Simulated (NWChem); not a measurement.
System: CH₃Li; SMILES [Li][CH3]

Here is an NWChem input.

```
start job
memory heap 200 mb stack 900 mb global 1100 mb
geometry units angstroms noautosym nocenter noautoz
  Li     0.000000     0.000000    -1.578787
  C      0.000000     0.000000     0.383494
  H      0.715555     0.715555     0.812104
  H      0.261911    -0.977466     0.812104
  H     -0.977466     0.261911     0.812104
end
basis spherical
  * library def2-tzvp
end
dft
  xc b3lyp
  iterations 150
end
tddft
  cis
  ecut -9.0
  nroots 6
  notriplet
end
task tddft energy
```

Excerpt of the output:

```
             Northwest Computational Chemistry Package (NWChem) 7.3.0
             --------------------------------------------------------

                             Geometry "geometry" -> ""
                             -------------------------

 Output coordinates in angstroms (scale by  1.889725989 to convert to a.u.)

  No.       Tag          Charge          X              Y              Z
 ---- ---------------- ---------- -------------- -------------- --------------
    1 Li                   3.0000     0.00000000     0.00000000    -1.57878700
    2 C                    6.0000     0.00000000     0.00000000     0.38349400
    3 H                    1.0000     0.71555500     0.71555500     0.81210400
    4 H                    1.0000     0.26191100    -0.97746600     0.81210400
    5 H                    1.0000    -0.97746600     0.26191100     0.81210400

 Effective nuclear repulsion energy (a.u.)      16.2616597538

                                 NWChem DFT Module
                                 -----------------

 Summary of "ao basis" -> "ao basis" (spherical)
 ------------------------------------------------------------------------------
       Tag                 Description            Shells   Functions and Types
 ---------------- ------------------------------  ------  ---------------------
 Li                        def2-tzvp                 8       14   5s3p
 C                         def2-tzvp                11       31   5s3p2d1f
 H                         def2-tzvp                 4        6   3s1p

            General Information
            -------------------
          SCF calculation type: DFT
          Wavefunction type:  closed shell.
          No. of atoms     :     5
          No. of electrons :    12
           Alpha electrons :     6
            Beta electrons :     6
          Charge           :     0
          Spin multiplicity:     1
          Use of symmetry is: off; symmetry adaption is: off
          Maximum number of iterations: 150
          AO basis - number of functions:    63
                     number of shells:    31
          Convergence on energy requested:  1.00D-06
          Convergence on density requested:  1.00D-05
          Convergence on gradient requested:  5.00D-04

              XC Information
              --------------
                         B3LYP Method XC Potential
                     Hartree-Fock (Exact) Exchange  0.200
                        Slater Exchange Functional  0.800 local
                    Becke 1988 Exchange Functional  0.720 non-local
              Lee-Yang-Parr Correlation Functional  0.810
                  VWN I RPA Correlation Functional  0.190 local

             Grid Information
             ----------------
          Grid used for XC integration:  medium
          Radial quadrature: Mura-Knowles
          Angular quadrature: Lebedev.
          Tag              B.-S. Rad. Rad. Pts. Rad. Cut. Ang. Pts.
          ---              ---------- --------- --------- ---------
          Li                  1.45       49           9.0       434
          C                   0.70       49          10.0       434
          H                   0.35       45          11.0       434
          Grid pruning is: on
          Number of quadrature shells:   233
          Spatial weights used:  Erf1

      Superposition of Atomic Density Guess
      -------------------------------------

 Sum of atomic energies:         -46.60340740

      Non-variational initial energy
      ------------------------------

 Total energy =     -47.030681
 1-e energy   =     -93.183795
 2-e energy   =      29.891454
 HOMO         =      -0.306670
 LUMO         =      -0.046780

   convergence    iter        energy       DeltaE   RMS-Dens  Diis-err
 ---------------- ----- ----------------- --------- --------- ---------
 d= 0,ls=0.0,diis     1    -47.3841010835 -6.36D+01  1.41D-02  3.26D-01
 d= 0,ls=0.0,diis     2    -47.3326376521  5.15D-02  9.64D-03  5.64D-01
 d= 0,ls=0.0,diis     3    -47.4207288318 -8.81D-02  1.45D-03  2.36D-02
 d= 0,ls=0.0,diis     4    -47.4240662065 -3.34D-03  2.78D-04  2.31D-04
 d= 0,ls=0.0,diis     5    -47.4241100128 -4.38D-05  6.14D-05  1.99D-06
 d= 0,ls=0.0,diis     6    -47.4241105273 -5.14D-07  1.11D-05  2.04D-07
 d= 0,ls=0.0,diis     7    -47.4241105845 -5.72D-08  4.09D-06  7.29D-09

         Total DFT energy =      -47.424110584493
      One electron energy =      -95.538811677790
           Coulomb energy =       40.299171929853
    Exchange-Corr. energy =       -8.446130590380
 Nuclear repulsion energy =       16.261659753825

 Numeric. integr. density =       12.000001292627

                       DFT Final Molecular Orbital Analysis
                       ------------------------------------

 Vector    4  Occ=2.000000D+00  E=-3.148324D-01
              MO Center=  1.7D-01,  1.7D-01,  5.9D-01, r^2= 1.4D+00
   Bfn.  Coefficient  Atom+Function         Bfn.  Coefficient  Atom+Function
  ----- ------------  ---------------      ----- ------------  ---------------
    47      0.242900  3 H  s                 20      0.221181  2 C  px
    21      0.221168  2 C  py                46      0.172334  3 H  s
    23      0.154747  2 C  px                24      0.154738  2 C  py
    48      0.138256  3 H  s                 53     -0.121443  4 H  s
    59     -0.121456  5 H  s                 26      0.100187  2 C  px

 Vector    5  Occ=2.000000D+00  E=-3.148323D-01
              MO Center= -1.7D-01, -1.7D-01,  5.9D-01, r^2= 1.4D+00
   Bfn.  Coefficient  Atom+Function         Bfn.  Coefficient  Atom+Function
  ----- ------------  ---------------      ----- ------------  ---------------
    20      0.221168  2 C  px                21     -0.221181  2 C  py
    53      0.210361  4 H  s                 59     -0.210353  5 H  s
    23      0.154738  2 C  px                24     -0.154747  2 C  py
    52      0.149248  4 H  s                 58     -0.149243  5 H  s
    54      0.119736  4 H  s                 60     -0.119731  5 H  s

 Vector    6  Occ=2.000000D+00  E=-1.779631D-01
              MO Center= -1.2D-07, -1.2D-07,  4.9D-03, r^2= 1.7D+00
   Bfn.  Coefficient  Atom+Function         Bfn.  Coefficient  Atom+Function
  ----- ------------  ---------------      ----- ------------  ---------------
    22      0.338233  2 C  pz                19     -0.300304  2 C  s
    25      0.297950  2 C  pz                28      0.292859  2 C  pz
     4     -0.121632  1 Li s                 18     -0.118332  2 C  s
     2      0.108742  1 Li s                 48      0.106237  3 H  s
    54      0.106237  4 H  s                 60      0.106237  5 H  s

 Vector    7  Occ=0.000000D+00  E=-4.879382D-02
              MO Center= -4.9D-07, -4.9D-07, -2.5D+00, r^2= 5.4D+00
   Bfn.  Coefficient  Atom+Function         Bfn.  Coefficient  Atom+Function
  ----- ------------  ---------------      ----- ------------  ---------------
     5      0.750564  1 Li s                 11     -0.389822  1 Li pz
     4      0.207803  1 Li s                 18     -0.131472  2 C  s
     8     -0.105403  1 Li pz                 2     -0.093857  1 Li s
    22      0.083150  2 C  pz                28      0.082133  2 C  pz
    19     -0.081694  2 C  s                 25      0.070229  2 C  pz

 Vector    8  Occ=0.000000D+00  E= 2.104310D-02
              MO Center=  1.1D-03,  1.1D-03, -1.8D+00, r^2= 5.4D+00
   Bfn.  Coefficient  Atom+Function         Bfn.  Coefficient  Atom+Function
  ----- ------------  ---------------      ----- ------------  ---------------
     9      0.734825  1 Li px                10      0.734896  1 Li py
    26     -0.160455  2 C  px                27     -0.160471  2 C  py
     6      0.094761  1 Li px                 7      0.094771  1 Li py
    47     -0.056217  3 H  s                 46     -0.038451  3 H  s
    20     -0.035414  2 C  px                21     -0.035418  2 C  py

 Vector    9  Occ=0.000000D+00  E= 2.104321D-02
              MO Center= -1.1D-03, -1.1D-03, -1.8D+00, r^2= 5.4D+00
   Bfn.  Coefficient  Atom+Function         Bfn.  Coefficient  Atom+Function
  ----- ------------  ---------------      ----- ------------  ---------------
     9      0.734896  1 Li px                10     -0.734826  1 Li py
    26     -0.160473  2 C  px                27      0.160457  2 C  py
     6      0.094771  1 Li px                 7     -0.094762  1 Li py
    53     -0.048683  4 H  s                 59      0.048686  5 H  s
    20     -0.035418  2 C  px                21      0.035414  2 C  py

     Multipole analysis of the density
     ---------------------------------

     L   x y z        total         alpha         beta         nuclear
     -   - - -        -----         -----         ----         -------
     0   0 0 0     -0.000000     -6.000000     -6.000000     12.000000

     1   1 0 0      0.000000      0.000000      0.000000     -0.000000
     1   0 1 0      0.000000      0.000000      0.000000     -0.000000
     1   0 0 1     -2.191827     -1.096778     -1.096778      0.001729

[...]

                                NWChem TDDFT Module
                                -------------------

            General Information
            -------------------
           No. of orbitals :     126
            Alpha orbitals :      63
             Beta orbitals :      63
        Alpha frozen cores :       0
         Beta frozen cores :       0
     Alpha frozen virtuals :       0
      Beta frozen virtuals :       0
         Spin multiplicity :       1
    Number of AO functions :      63
        Use of symmetry is : off
      Symmetry adaption is : off
         Schwarz screening :  0.10D-07

              XC Information
              --------------
                  B3LYP Method XC Potential
              Hartree-Fock (Exact) Exchange   0.20
                 Slater Exchange Functional   0.80 local
             Becke 1988 Exchange Functional   0.72 non-local
       Lee-Yang-Parr Correlation Functional   0.81
           VWN I RPA Correlation Functional   0.19 local

             TDDFT Information
             -----------------
          Calculation type : Tamm-Dancoff TDDFT
         Wavefunction type : Restricted singlets
          No. of electrons :      12
           Alpha electrons :       6
            Beta electrons :       6
              No. of roots :       6
          Max subspacesize :    5200
            Max iterations :     100
               Target root :       1
           Target symmetry : none
             Energy Cutoff :-0.90D+01
      Symmetry restriction : off
                 Algorithm : Optimal
        Davidson threshold :  0.10D-03

    6 smallest eigenvalue differences (eV)
--------------------------------------------------------
  No. Spin  Occ  Vir  Irrep   E(Occ)    E(Vir)   E(Diff)
--------------------------------------------------------
    1    1    1    7 a       -10.068    -0.049   272.635
    2    1    1    8 a       -10.068     0.021   274.535
    3    1    1    9 a       -10.068     0.021   274.535
    4    1    1   10 a       -10.068     0.054   275.428
    5    1    1   11 a       -10.068     0.112   277.003
    6    1    1   12 a       -10.068     0.162   278.358
--------------------------------------------------------

  Entering Davidson iterations
  Restricted singlet excited states

  Iter   NTrls   NConv    DeltaV     DeltaE      Time
  ----  ------  ------  ---------  ---------  ---------
    1      6       0     0.67E-01   0.10+100        4.4
    2     12       0     0.49E-02   0.28E-02        4.3
    3     18       2     0.37E-03   0.46E-05        4.4
    4     22       6     0.97E-04   0.25E-07        3.8
  ----  ------  ------  ---------  ---------  ---------
  Convergence criterion met

  Ground state a         -47.424110584493 a.u.

  ----------------------------------------------------------------------------
  Root   1 singlet a              9.983393636 a.u.              271.6621 eV
  ----------------------------------------------------------------------------
     Transition Moments    X -0.00000   Y -0.00000   Z -0.02374
     Dipole Oscillator Strength                    0.0037525102
     Electric Quadrupole                           0.0000031646
     Magnetic Dipole                               0.0000000000
     Total Oscillator Strength                     0.0037556748

     Occ.    1  a   ---  Virt.    7  a        0.99762
     Occ.    1  a   ---  Virt.   11  a       -0.05049
  ----------------------------------------------------------------------------
  Root   2 singlet a             10.049341370 a.u.              273.4566 eV
  ----------------------------------------------------------------------------
     Transition Moments    X -0.00905   Y -0.00905   Z  0.00000
     Dipole Oscillator Strength                    0.0010969925
     Electric Quadrupole                           0.0000006315
     Magnetic Dipole                               0.0000007664
     Total Oscillator Strength                     0.0010983905

     Occ.    1  a   ---  Virt.    8  a       -0.99893
  ----------------------------------------------------------------------------
  Root   3 singlet a             10.049341491 a.u.              273.4566 eV
  ----------------------------------------------------------------------------
     Transition Moments    X  0.00905   Y -0.00905   Z  0.00000
     Dipole Oscillator Strength                    0.0010972201
     Electric Quadrupole                           0.0000006316
     Magnetic Dipole                               0.0000007666
     Total Oscillator Strength                     0.0010986184

     Occ.    1  a   ---  Virt.    9  a        0.99893
  ----------------------------------------------------------------------------
  Root   4 singlet a             10.084362817 a.u.              274.4096 eV
  ----------------------------------------------------------------------------
     Transition Moments    X -0.00000   Y -0.00000   Z -0.00660
     Dipole Oscillator Strength                    0.0002928856
     Electric Quadrupole                           0.0000001772
     Magnetic Dipole                               0.0000000000
     Total Oscillator Strength                     0.0002930627

     Occ.    1  a   ---  Virt.   10  a        0.99548
     Occ.    1  a   ---  Virt.   11  a        0.06667
     Occ.    1  a   ---  Virt.   14  a        0.06364
  ----------------------------------------------------------------------------
  Root   5 singlet a             10.146513806 a.u.              276.1008 eV
  ----------------------------------------------------------------------------
     Transition Moments    X -0.00000   Y -0.00000   Z  0.00347
     Dipole Oscillator Strength                    0.0000815680
     Electric Quadrupole                           0.0000003057
     Magnetic Dipole                               0.0000000000
     Total Oscillator Strength                     0.0000818738

     Occ.    1  a   ---  Virt.   10  a       -0.06869
     Occ.    1  a   ---  Virt.   11  a        0.99606
  ----------------------------------------------------------------------------
  Root   6 singlet a             10.164931287 a.u.              276.6020 eV
  ----------------------------------------------------------------------------
     Transition Moments    X  0.04214   Y  0.04215   Z  0.00000
     Dipole Oscillator Strength                    0.0240752833
     Electric Quadrupole                           0.0000099397
     Magnetic Dipole                               0.0000168909
     Total Oscillator Strength                     0.0241021139

     Occ.    1  a   ---  Virt.   12  a        0.99569
     Occ.    1  a   ---  Virt.   21  a       -0.08835

              Target root =      1
          Target symmetry = none
      Ground state energy =    -47.424110584493
        Excitation energy =      9.983393635817
     Excited state energy =    -37.440716948676

  stored tddft:energy   -37.440716948676254
```

Level: B3LYP/def2-TZVP, restricted-window TDA. Coordinates come from a PBE0-D3(BJ)/def2-TZVP optimisation. B3LYP is NWChem's, with the RPA form of VWN correlation. The quadrupole and magnetic terms of the printed total strengths depend on the origin.
